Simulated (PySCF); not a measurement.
input.py for AsS⁻

File input.py (PySCF 2.14):

```python
from pyscf import gto, dft

mol = gto.M(
    atom='As 0 0 0; S 0 0 2.26',
    basis='6-31g',
    charge=-1,
    spin=2,
    symmetry=True,
    verbose=4,
)
mf = dft.UKS(mol, xc='lc_wpbe')
mf = mf.density_fit(auxbasis='def2-universal-jkfit')
mf.kernel()
mf.analyze()
print('orbital energies (hartree):', [e[max(0, n-3):n+3].round(4) for e, n in zip(mf.mo_energy, mol.nelec)])
```

```bash
$ OMP_NUM_THREADS=1 python input.py
```

Output (some set-up lines and the per-cycle HOMO/LUMO lines with their warnings removed):

```
PySCF version 2.14.0

[INPUT] Symbol           X                Y                Z      unit          X                Y                Z       unit  Magmom
[INPUT]  1 As     0.000000000000   0.000000000000   0.000000000000 AA    0.000000000000   0.000000000000   0.000000000000 Bohr   0.0
[INPUT]  2 S      0.000000000000   0.000000000000   2.260000000000 AA    0.000000000000   0.000000000000   4.270781041517 Bohr   0.0

nuclear repulsion = 123.630782020248
point group symmetry = Coov
symmetry origin: [0.         0.         1.39454075]
symmetry axis x: [1. 0. 0.]
symmetry axis y: [0. 1. 0.]
symmetry axis z: [0. 0. 1.]
num. orbitals of irrep A1 = 18
num. orbitals of irrep E1x = 9
num. orbitals of irrep E1y = 9
num. orbitals of irrep E2x = 2
num. orbitals of irrep E2y = 2
number of shells = 18
number of NR pGTOs = 136
number of NR cGTOs = 40
basis = 6-31g
ecp = {}

******** <class 'pyscf.df.df_jk.DFSymAdaptedUKS'> ********
method = DFSymAdaptedUKS
initial guess = minao
damping factor = 0
level_shift factor = 0
DIIS = <class 'pyscf.scf.diis.CDIIS'>
SCF conv_tol = 1e-09
SCF max_cycles = 50
number electrons alpha = 26  beta = 24
XC functionals = lc_wpbe

grids dens level: 3
Freeze 0 electrons in irreps []
    50 free electrons in irreps A1 E1x E1y E2x E2y
tot grids = 39304
Create RSH-DF object <pyscf.df.df.DF object> for omega=0.4
******** <class 'pyscf.df.df.DF'> ********
auxbasis = auxmol.basis = def2-universal-jkfit
init E= -2632.21502825283

cycle= 1 E= -2633.23270319553  delta_E= -1.02  |g|= 0.22  |ddm|= 1.32
cycle= 2 E= -2633.2422761185  delta_E= -0.00957  |g|= 0.196  |ddm|= 0.641
cycle= 3 E= -2633.27063268166  delta_E= -0.0284  |g|= 0.032  |ddm|= 0.308
cycle= 4 E= -2633.27111629688  delta_E= -0.000484  |g|= 0.0109  |ddm|= 0.0438
cycle= 5 E= -2633.27122841775  delta_E= -0.000112  |g|= 0.00324  |ddm|= 0.0228
cycle= 6 E= -2633.27127484235  delta_E= -4.64e-05  |g|= 0.00204  |ddm|= 0.0154
cycle= 7 E= -2633.27129419466  delta_E= -1.94e-05  |g|= 0.000899  |ddm|= 0.0114
cycle= 8 E= -2633.27129978071  delta_E= -5.59e-06  |g|= 0.000247  |ddm|= 0.0087
cycle= 9 E= -2633.27130000386  delta_E= -2.23e-07  |g|= 6.63e-05  |ddm|= 0.00228
cycle= 10 E= -2633.27130002416  delta_E= -2.03e-08  |g|= 3.11e-05  |ddm|= 0.000436
cycle= 11 E= -2633.27130002969  delta_E= -5.53e-09  |g|= 1.15e-05  |ddm|= 0.000288
cycle= 12 E= -2633.27130003012  delta_E= -4.37e-10  |g|= 6.05e-06  |ddm|= 9.65e-05
Extra cycle  E= -2633.27130003013  delta_E= -4.55e-12  |g|= 5.37e-06  |ddm|= 5.96e-06
converged SCF energy = -2633.27130003013  <S^2> = 2.006312  2S+1 = 3.0042051
**** SCF Summaries ****
Total Energy =                       -2633.271300030128714
Nuclear Repulsion Energy =             123.630782020247807
One-electron Energy =                -3922.826533431960343
Two-electron Energy =                 1165.924451381583822
Two-electron Coulomb Energy =         1274.487570290157464
DFT Exchange-Correlation Energy =     -108.563118908573756
**** MO energy ****
[19 lines left out]
alpha MO #20 (A1 #10), energy= -0.630518124262444 occ= 1
alpha MO #21 (A1 #11), energy= -0.468309424254959 occ= 1
alpha MO #22 (E1x #5), energy= -0.190452438289012 occ= 1
alpha MO #23 (E1y #5), energy= -0.190452438289012 occ= 1
alpha MO #24 (A1 #12), energy= -0.186699360210866 occ= 1
alpha MO #25 (E1x #6), energy= -0.0914334022684624 occ= 1
alpha MO #26 (E1y #6), energy= -0.0914334022684624 occ= 1
alpha MO #27 (A1 #13), energy= 0.256936016693001 occ= 0
alpha MO #28 (A1 #14), energy= 0.443637063643939 occ= 0
alpha MO #29 (E1x #7), energy= 0.517283619913768 occ= 0
[11 lines left out]
[17 lines left out]
beta  MO #18 (E2x #1), energy= -1.44370844137261 occ= 1
beta  MO #19 (E2y #1), energy= -1.44370844137261 occ= 1
beta  MO #20 (A1 #10), energy= -0.603668571715636 occ= 1
beta  MO #21 (A1 #11), energy= -0.400571771778648 occ= 1
beta  MO #22 (A1 #12), energy= -0.171671826114908 occ= 1
beta  MO #23 (E1x #5), energy= -0.128276048876083 occ= 1
beta  MO #24 (E1y #5), energy= -0.128276048876083 occ= 1
beta  MO #25 (E1x #6), energy= 0.187047212417706 occ= 0
beta  MO #26 (E1y #6), energy= 0.187047212417706 occ= 0
beta  MO #27 (A1 #13), energy= 0.276264929945003 occ= 0
[13 lines left out]
 ** Mulliken pop alpha/beta on meta-lowdin orthogonal AOs **
 ** Mulliken pop       alpha | beta **
pop of  0 As 1s        1.00000 | 1.00000
pop of  0 As 2s        0.99999 | 0.99999
pop of  0 As 3s        0.99985 | 0.99982
pop of  0 As 4s        0.94934 | 0.93931
pop of  0 As 5s        0.00687 | 0.00438
pop of  0 As 2px       1.00000 | 1.00000
pop of  0 As 2py       1.00000 | 1.00000
pop of  0 As 2pz       1.00000 | 1.00000
pop of  0 As 3px       0.99995 | 0.99986
pop of  0 As 3py       0.99995 | 0.99986
pop of  0 As 3pz       0.99990 | 0.99990
pop of  0 As 4px       0.99818 | 0.21268
[28 lines left out]
In total            26.00000 | 24.00000
 ** Mulliken atomic charges   ( Nelec_alpha | Nelec_beta ) **
charge of  0As =     -0.30600  (    17.45462     15.85138 )
charge of  1S =     -0.69400  (     8.54538      8.14862 )

WARN: System has nonzero charge -1; the dipole moment is origin-dependent.
Location of origin: [0. 0. 0.]

Dipole moment(X, Y, Z, Debye):  0.00000,  0.00000, -7.31905
orbital energies (hartree): [array([-0.1867, -0.0914, -0.0914,  0.2569,  0.4436,  0.5173]), array([-0.1717, -0.1283, -0.1283,  0.187 ,  0.187 ,  0.2763])]
```

In short: E(SCF) = -2633.271300 Eh, 12 cycles, ⟨S²⟩ = 2.006.

It ran on Arm Neoverse N1 (1 thread, shared host) in 8.3 s, peak memory 0.19 GiB.

The basis has no diffuse functions, which an anion needs. The bond length is a typed value, not an optimised one. The dipole of an ion depends on the origin. No search for the lowest solution was made.
